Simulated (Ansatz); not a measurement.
`[CH3][Al]([F])[F]` + CH₃NH₂ → `C[NH][Al]([F])[F]` + CH₄ at 600 K and 1 bar (ligand exchange at the Al–C bond).

Computed with Ansatz on PBE0-D4/def2-TZVP structures; ΔE is electronic, products minus reactants. CCSD(T)/CBS is the MP2 limit (def2-TZVPP, def2-QZVPP) plus CCSD(T) − MP2 in def2-TZVPP, frozen cores. This one scheme is used for every species. Each species was taken in one conformer, which may not be the lowest.

| species | CCSD(T)/CBS energy (Eh) | H − E (kJ/mol) | S (J/(mol·K)) |
| --- | --- | --- | --- |
| `[CH3][Al]([F])[F]` | -481.63134 | 154.1 | 395.8 |
| CH₃NH₂ | -95.75281 | 199.3 | 283.8 |
| `C[NH][Al]([F])[F]` | -536.95512 | 213.0 | 420.7 |
| CH₄ | -40.46206 | 140.4 | 215.7 |

H − E and S are ideal-gas, rigid-rotor, harmonic terms from PBE0-D4/def2-TZVP, for one conformer and one mirror image of each species. 1 Eh = 2625.50 kJ/mol, R = 8.31446 J/(mol·K).

Problem. By hand: ΔE, ΔH, ΔS and ΔG.

Solution. ΔE = (-536.95512) + (-40.46206) − (-481.63134) − (-95.75281) = -0.03303 Eh = -86.7 kJ/mol. Δ(H − E) = 213.0 + 140.4 − 154.1 − 199.3 = 0.0, so ΔH = -86.7 kJ/mol. ΔS = 420.7 + 215.7 − 395.8 − 283.8 = -43.2 J/(mol·K). ΔG = -86.7 − 600 × (-43.2)/1000 = -60.8 kJ/mol.

Problem. By hand: the equilibrium constant, and the temperature at which ΔG would vanish if ΔH and ΔS stayed fixed.

Solution. log₁₀ K = −ΔG/(RT ln 10) = 5.3. ΔG = 0 at ΔH/ΔS = 2007 K.

ΔH outweighs TΔS. A doubt of 5 kJ/mol in ΔE shifts log₁₀ K by 0.4 here. Other conformers and mirror images would add mixing entropy, several J/(mol·K) or more a flexible species. Modes under 60 cm⁻¹, often nearly free rotors, make the harmonic entropy too high. These are equilibria of isolated gas molecules and say nothing of rates. Largest T1 diagnostic: 0.012 (customary marks: 0.02 for closed shells, 0.045 for open ones).
